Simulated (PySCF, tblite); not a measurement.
Species: C9H9FO2.
SMILES with atom numbers: `[CH3:1][O:2][C@:3]1([F:4])[CH2:5][O:6][c:7]2[cH:8][cH:9][cH:10][cH:11][c:12]21` (hydrogens: H13, H14, H15 on C1; H16, H17 on C5; H18 on C8; H19 on C9; H20 on C10; H21 on C11)

Structure optimised with GFN2-xTB, isolated species.

Task: List the bond lengths, angles and torsions at this level.

Result: 
```tsv
bond	length (bohr)
C1–O2	2.681
O2–C3	2.604
C3–F4	2.650
C3–C5	2.917
C5–O6	2.679
O6–C7	2.562
C7–C8	2.615
C8–C9	2.618
C9–C10	2.620
C10–C11	2.622
C11–C12	2.610
C3–C12	2.847
C7–C12	2.636
C1–H13, C1–H14, C1–H15	2.062
C5–H16	2.067
C5–H17	2.064
C8–H18	2.036
C9–H19	2.040
C10–H20	2.039
C11–H21	2.039
```

Bonds in one row agree within 0.02 bohr and their mean is given. A selection of angles:
```tsv
angle	degrees
C1–O2–C3	116.5
O2–C3–F4	108.1
O2–C3–C5	108.7
O2–C3–C12	117.7
F4–C3–C5	109.7
F4–C3–C12	110.4
C5–C3–C12	101.9
C3–C5–O6	108.0
C5–O6–C7	108.5
O6–C7–C8	125.1
O6–C7–C12	113.7
C8–C7–C12	121.2
C7–C8–C9	117.7
C8–C9–C10	121.4
C9–C10–C11	120.7
C10–C11–C12	118.3
C3–C12–C11	132.0
C3–C12–C7	107.3
C7–C12–C11	120.7
```

Dihedral angles: C1–O2–C3–F4 -65° (synclinal); O2–C3–C5–O6 -118° (anticlinal); C3–C5–O6–C7 -6° (synperiplanar); C5–O6–C7–C8 -176° (antiperiplanar); O2–C3–C12–C11 -68° (synclinal).

The 4 C–O bonds span 1.356 Å (O6–C7, drawn single) to 1.419 Å (C1–O2, drawn single), a spread of 0.063 Å. The C–C distances run from 1.381 Å (C11–C12, aromatic) to 1.544 Å (C3–C5, drawn single), a spread of 0.163 Å. The 5-membered ring C3–C5–O6–C7–C12 has internal angles of 101.9° to 113.7°; it is slightly puckered (a soft mode that the optimisation may not have finished), 0.03 Å rms from its mean plane, widest ring torsion 7°. Of the pairs four or more bonds apart, F4···H13 is among the closest relative to their van der Waals radii: 2.49 Å, 93 % of the sum of Bondi's values. The 6-membered ring C7–C8–C9–C10–C11–C12 has internal angles of 117.7° to 121.4° (sum 720°, against 720° for a flat polygon); it is planar, 0.01 Å rms from its mean plane, widest ring torsion 2°.

Point group: C1 (no symmetry element, even within 0.4 Å). Its GFN2-xTB frequencies are all real (lowest 64 cm⁻¹). One conformer, not necessarily the lowest. 2 starts were optimised and ended at 0.00 and 0.43 kcal/mol (GFN2-xTB); the lowest of these is shown.

These are computed values.
